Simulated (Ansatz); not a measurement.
Consider the homolysis of the Ge–S bond: `[GeH3][S][GeH3]` → `[GeH3]`• + `[S][GeH3]`•.

Isolated molecules relaxed with PBE0-D4/def2-TZVP in Ansatz; ΔE leaves out vibrations. CCSD(T)/CBS adds triple-zeta CCSD(T) − MP2 to the extrapolated MP2 energy (def2 sets, frozen cores). Functionals use def2-TZVPP. No spin–orbit coupling; open shells (•) take unrestricted orbitals. For Ge outer-core shells are correlated without core-valence functions, which leaves a few kJ/mol of doubt a bond. Scalar relativity is left out up to krypton.

CCSD(T)/CBS gives +3.64 eV.

Task: Another level gave +3.10 eV. Which?
A. CAM-B3LYP-D4/def2-TZVPP
B. ωB97X-V/def2-TZVPP
C. BLYP/def2-TZVPP
D. LDA (SPW92)/def2-TZVPP

Result: C. BLYP 3.10, CAM-B3LYP-D4 3.37, ωB97X-V 3.58, LDA (SPW92) 3.98 eV.

Task: What do rigid-rotor, harmonic-oscillator terms from PBE0-D4/def2-TZVP frequencies (298.15 K, 1 bar) make of the CCSD(T)/CBS value? (Best estimate.)

Result: The calculation gave: ΔZPE = -0.14 eV, ΔH = +3.53 eV, ΔS = 153 J/(mol·K), ΔG = +3.05 eV. Open shells count their whole term as degenerate. Modes under 50 cm⁻¹ make the entropy rough.

Largest T1 diagnostic among the species: 0.013.

In def2-TZVPP, CCSD(T) changes the Hartree–Fock value by +1.11 eV (the triples alone add +0.12 eV) and MP2 by +1.32 eV; breaking electron pairs costs correlation energy, which Hartree–Fock lacks. Leaving LDA and LC-ωPBE aside and taking each functional with its dispersion term where it has one, the values, not all of them listed here, spread over 0.27 eV, from BLYP-D4 to ωB97X-V. LDA lies +0.59 eV from PBE without D4, its usual overbinding.
